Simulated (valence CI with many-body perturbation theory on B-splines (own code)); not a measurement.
E1 line list for Rh XXX

Calculated by configuration interaction combined with many-body perturbation theory (CI+MBPT): six valence electrons over a frozen Dirac-Fock core [Ne], radial functions for each j: 9 s, 9 p, 8 d, 6 f, 3 g, 1 h, with the one-electron correlation potential Σ1, the two-electron term Σ2, the three-electron term Σ3, Breit, model QED; selected CI, second order for the rest, scaled by the run's own slope (own B-spline code, finite nucleus).

No measured spectrum was set against this ion. As an estimate, large intervals hold to a few tenths of a per cent, small ones and those within an open d or f shell to about a per cent. Among the levels kept, up to 1500 cm⁻¹ of a level comes from second order outside the variational space, and about a tenth of that is noise between levels of different J, which matters for small intervals.

Lines 1 to 50 of 82 in falling wavelength, among levels below 1528200 cm⁻¹, chosen from the strongest by gf and those to the six lowest levels. Wavelengths and rates use the calculated energies. Electric multipoles are in the length gauge, E1 and E2 with the static RPA response of the core. Weak lines are less certain than strong ones. Lines between different terms over intervals too small for the method are left out, as are lines whose strength nearly cancels. Where a level lies close to another of its J and parity, the split of strength between their lines is uncertain. The highest levels of a list are the least certain.

Levels are named by their leading jj configuration (3d3/2^4 stands for four electrons in 3d with j = 3/2), which in mixed levels can hold well under half, so a name can repeat and another be missing. Letters in brackets count levels of one name in rising energy.

```
λ vac (nm)                               Upper                       Lower   A (s⁻¹)  S (a.u.)
     27.15  (3s^2 3p1/2^2 3p3/2 3d3/2) J=1 [a]          (3s^2 3p3/2^4) J=0  3.05e+07  9.02e-04
     20.95  (3s^2 3p1/2^2 3p3/2 3d3/2) J=1 [b]          (3s^2 3p3/2^4) J=0  8.61e+07  1.17e-03
     16.63      (3s^2 3p1/2^2 3p3/2 3d5/2) J=1          (3s^2 3p3/2^4) J=0  1.50e+08  1.02e-03
     16.57            (3s 3p1/2^2 3p3/2^3) J=2    (3s^2 3p1/2 3p3/2^3) J=2  1.50e+09  1.68e-02
     16.46  (3s^2 3p1/2 3p3/2^2 3d3/2) J=1 [a]          (3s^2 3p3/2^4) J=0  6.63e+08  4.38e-03
     15.40            (3s 3p1/2^2 3p3/2^3) J=2    (3s^2 3p1/2 3p3/2^3) J=1  2.43e+09  2.19e-02
     15.34  (3s^2 3p1/2^2 3p3/2 3d3/2) J=1 [a]    (3s^2 3p1/2 3p3/2^3) J=2  1.94e+09  1.04e-02
     14.75  (3s^2 3p1/2 3p3/2^2 3d5/2) J=1 [a]          (3s^2 3p3/2^4) J=0  4.89e+08  2.32e-03
     14.60      (3s^2 3p1/2^2 3p3/2 3d3/2) J=2    (3s^2 3p1/2 3p3/2^3) J=2  2.49e+07  1.92e-04
     14.33  (3s^2 3p1/2^2 3p3/2 3d3/2) J=1 [a]    (3s^2 3p1/2 3p3/2^3) J=1  8.89e+08  3.87e-03
     14.29      (3s^2 3p1/2^2 3p3/2 3d3/2) J=3    (3s^2 3p1/2 3p3/2^3) J=2  1.18e+07  1.19e-04
     13.69      (3s^2 3p1/2^2 3p3/2 3d3/2) J=2    (3s^2 3p1/2 3p3/2^3) J=1  1.23e+08  7.80e-04
     13.42      (3s^2 3p1/2^2 3p3/2 3d3/2) J=0    (3s^2 3p1/2 3p3/2^3) J=1  1.94e+07  2.31e-05
     13.14  (3s^2 3p1/2^2 3p3/2 3d3/2) J=1 [b]    (3s^2 3p1/2 3p3/2^3) J=2  1.78e+09  5.98e-03
     12.59      (3s^2 3p1/2^2 3p3/2 3d5/2) J=2    (3s^2 3p1/2 3p3/2^3) J=2  9.04e+08  4.45e-03
     12.58  (3s^2 3p1/2 3p3/2^2 3d5/2) J=1 [b]          (3s^2 3p3/2^4) J=0  9.72e+08  2.87e-03
     12.39  (3s^2 3p1/2^2 3p3/2 3d3/2) J=1 [b]    (3s^2 3p1/2 3p3/2^3) J=1  2.18e+09  6.15e-03
     11.90      (3s^2 3p1/2^2 3p3/2 3d5/2) J=2    (3s^2 3p1/2 3p3/2^3) J=1  1.12e+09  4.64e-03
     11.84      (3s^2 3p1/2^2 3p3/2 3d5/2) J=3    (3s^2 3p1/2 3p3/2^3) J=2  4.48e+07  2.57e-04
     11.50  (3s^2 3p1/2 3p3/2^2 3d3/2) J=1 [b]          (3s^2 3p3/2^4) J=0  7.73e+07  1.74e-04
     11.49  (3s^2 3p1/2^2 3p3/2 3d3/2) J=1 [a]  (3s^2 3p1/2^2 3p3/2^2) J=0  1.13e+09  2.53e-03
     11.30      (3s^2 3p1/2^2 3p3/2 3d5/2) J=1    (3s^2 3p1/2 3p3/2^3) J=2  6.49e+08  1.39e-03
     11.22  (3s^2 3p1/2 3p3/2^2 3d3/2) J=1 [a]    (3s^2 3p1/2 3p3/2^3) J=2  4.17e+09  8.72e-03
     11.14            (3s 3p1/2^2 3p3/2^3) J=2  (3s^2 3p1/2^2 3p3/2^2) J=2  7.80e+09  2.66e-02
     11.09              (3s 3p1/2 3p3/2^4) J=0    (3s^2 3p1/2 3p3/2^3) J=1  1.38e+10  9.27e-03
     11.06  (3s^2 3p1/2 3p3/2^2 3d3/2) J=2 [a]    (3s^2 3p1/2 3p3/2^3) J=2  1.62e+07  5.42e-05
     10.94  (3s^2 3p1/2 3p3/2^2 3d3/2) J=1 [c]          (3s^2 3p3/2^4) J=0  6.51e+08  1.26e-03
     10.77  (3s^2 3p1/2 3p3/2^2 3d3/2) J=3 [a]    (3s^2 3p1/2 3p3/2^3) J=2  2.33e+07  1.01e-04
     10.74      (3s^2 3p1/2^2 3p3/2 3d5/2) J=1    (3s^2 3p1/2 3p3/2^3) J=1  5.53e+08  1.02e-03
     10.67  (3s^2 3p1/2 3p3/2^2 3d3/2) J=1 [a]    (3s^2 3p1/2 3p3/2^3) J=1  4.60e+08  8.28e-04
     10.57  (3s^2 3p1/2^2 3p3/2 3d3/2) J=1 [a]  (3s^2 3p1/2^2 3p3/2^2) J=2  5.11e+09  8.93e-03
     10.52  (3s^2 3p1/2 3p3/2^2 3d3/2) J=2 [a]    (3s^2 3p1/2 3p3/2^3) J=1  1.13e+08  3.24e-04
     10.45  (3s^2 3p1/2 3p3/2^2 3d5/2) J=3 [a]    (3s^2 3p1/2 3p3/2^3) J=2  7.73e+07  3.05e-04
     10.40  (3s^2 3p1/2 3p3/2^2 3d5/2) J=1 [a]    (3s^2 3p1/2 3p3/2^3) J=2  1.17e+10  1.94e-02
     10.37      (3s^2 3p1/2 3p3/2^2 3d3/2) J=0    (3s^2 3p1/2 3p3/2^3) J=1  4.54e+09  2.50e-03
     10.21      (3s^2 3p1/2^2 3p3/2 3d3/2) J=2  (3s^2 3p1/2^2 3p3/2^2) J=2  2.56e+09  6.73e-03
     10.21  (3s^2 3p1/2^2 3p3/2 3d3/2) J=1 [b]  (3s^2 3p1/2^2 3p3/2^2) J=0  3.86e+09  6.09e-03
     10.06      (3s^2 3p1/2^2 3p3/2 3d3/2) J=3  (3s^2 3p1/2^2 3p3/2^2) J=2  5.90e+08  2.07e-03
     9.924  (3s^2 3p1/2 3p3/2^2 3d5/2) J=1 [a]    (3s^2 3p1/2 3p3/2^3) J=1  1.36e+08  1.96e-04
     9.778  (3s^2 3p1/2 3p3/2^2 3d3/2) J=2 [b]    (3s^2 3p1/2 3p3/2^3) J=2  1.48e+08  3.42e-04
     9.474  (3s^2 3p1/2^2 3p3/2 3d3/2) J=1 [b]  (3s^2 3p1/2^2 3p3/2^2) J=2  3.04e+10  3.83e-02
     9.358  (3s^2 3p1/2 3p3/2^2 3d3/2) J=2 [b]    (3s^2 3p1/2 3p3/2^3) J=1  1.38e+09  2.78e-03
     9.274  (3s^2 3p1/2 3p3/2^2 3d5/2) J=1 [b]    (3s^2 3p1/2 3p3/2^3) J=2  1.09e+10  1.28e-02
     9.183      (3s^2 3p1/2^2 3p3/2 3d5/2) J=2  (3s^2 3p1/2^2 3p3/2^2) J=2  2.60e+10  4.96e-02
     9.064      (3s^2 3p1/2^2 3p3/2 3d5/2) J=1  (3s^2 3p1/2^2 3p3/2^2) J=0  2.06e+10  2.27e-02
     9.057  (3s^2 3p1/2 3p3/2^2 3d5/2) J=2 [a]    (3s^2 3p1/2 3p3/2^3) J=2  5.84e+05  1.07e-06
     9.012  (3s^2 3p1/2 3p3/2^2 3d3/2) J=1 [a]  (3s^2 3p1/2^2 3p3/2^2) J=0  1.50e+09  1.62e-03
     8.992  (3s^2 3p1/2 3p3/2^2 3d3/2) J=2 [c]    (3s^2 3p1/2 3p3/2^3) J=2  3.93e+08  7.06e-04
     8.936  (3s^2 3p1/2 3p3/2^2 3d3/2) J=3 [b]    (3s^2 3p1/2 3p3/2^3) J=2  1.01e+10  2.48e-02
     8.895  (3s^2 3p1/2 3p3/2^2 3d5/2) J=1 [b]    (3s^2 3p1/2 3p3/2^3) J=1  1.70e+10  1.77e-02
```
